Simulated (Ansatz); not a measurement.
A run for Ansatz (an electronic-structure program): U-CCSD(T)/cc-pV(T+d)Z on BH5OSi (SMILES BO[SiH3]), a point of a bond scan (R = 2.585 Å). Files ending in .json are basis or fitting sets from the Basis Set Exchange.

Ansatz 0.2 input:
```yaml
crystal:
  periodic: [false, false, false]
  atoms:
    - {symbol: B, position_ang: [-0.35530603, 0.16770934, 1.74610802]}
    - {symbol: H, position_ang: [-1.12197553, 0.72282709, 2.47443685]}
    - {symbol: H, position_ang: [0.51570290, -0.54223566, 2.16560005]}
    - {symbol: O, position_ang: [-0.48933143, 0.35730853, 0.41765439]}
    - {symbol: Si, position_ang: [0.33065961, -0.20123129, -0.91475675]}
    - {symbol: H, position_ang: [1.26162958, 1.84531685, -2.18961155]}
    - {symbol: H, position_ang: [-0.62978211, -0.93425439, -1.76420217]}
    - {symbol: H, position_ang: [1.43535929, -1.09433874, -0.49777027]}
basis:
  gaussian:
    orbitals: cc-pV_T+d_Z.json
correlation: {method: ccsd_t, electrons: outside_noble_gas}
scf: {omitted_lower_state_checks: [cluster_reference]}
magnetization: {spin_polarized: true, initial_magnetization: 0}
```

Program output:

```
WARN ansatz: RAYON_NUM_THREADS=2 ignored (pool sized by the plan → 2); use --threads N
Functional definition: HF
these checks for a lower state are left out or cut short: cluster_reference
integrals: 0.82 GiB planned
967 factors; integrals over basis functions are off by at most 1.1e-3 eV
mean field: 0.58 GiB planned
mean field evaluation 1: about -10647.7402 eV, gradient 2.4e1 eV
mean field evaluation 2: about -10647.7394 eV, gradient 2.4e1 eV
mean field evaluation 4: about -10650.2353 eV, gradient 2.3e0 eV
mean field evaluation 8: about -10650.2748 eV, gradient 7.1e-5 eV
mean field evaluation 16: about -10650.8347 eV, gradient 2.2e-1 eV
mean field evaluation 32: about -10650.8368 eV, gradient 1.6e-6 eV
mean field -10650.83684828 eV, -391.4110347777 hartree, gradient 2.3e-6 eV, S^2 0.665159; 3 other end points of the search recorded, 0 dependent functions left out
7 core orbitals not correlated
reference -10650.83684828 eV, -391.4110347777 hartree; 9, 9 occupied and 153, 153 virtual orbitals, 967 factors
second order -12.18255249 eV of doubles, -0.00000000 eV of singles
coupled cluster: 3.70 GiB planned
cycle   1  -12.63478710 eV  change   -4.5e-1 eV  update   9.6e-2
cycle   2  -13.04842752 eV  change   -4.1e-1 eV  update   4.5e-2
cycle   3  -13.20301836 eV  change   -1.5e-1 eV  update   3.7e-2
cycle   4  -13.26098540 eV  change   -5.8e-2 eV  update   3.0e-2
cycle   5  -13.42750667 eV  change   -1.7e-1 eV  update   2.4e-2
cycle   6  -13.50030516 eV  change   -7.3e-2 eV  update   1.3e-2
cycle   7  -13.52071177 eV  change   -2.0e-2 eV  update   5.1e-3
cycle   8  -13.52873116 eV  change   -8.0e-3 eV  update   1.8e-3
cycle   9  -13.52963730 eV  change   -9.1e-4 eV  update   6.6e-4
cycle  10  -13.52862503 eV  change    1.0e-3 eV  update   2.4e-4
cycle  11  -13.52903029 eV  change   -4.1e-4 eV  update   1.0e-4
cycle  12  -13.52912365 eV  change   -9.3e-5 eV  update   4.4e-5
cycle  13  -13.52913379 eV  change   -1.0e-5 eV  update   1.8e-5
cycle  14  -13.52914362 eV  change   -9.8e-6 eV  update   8.6e-6
cycle  15  -13.52915274 eV  change   -9.1e-6 eV  update   3.8e-6
coupled cluster: 3.72 GiB planned
perturbative correction -0.52781177 eV, -0.0193967249 hartree
Total energy: -10664.89381279 eV, -391.9276186952 hartree
Checks for a lower state left out: cluster_reference
```

Self-consistency was reached. Its determinant has ⟨S²⟩ = 0.67, a mixture of spin states.

Cost: roughly 100 core-seconds.
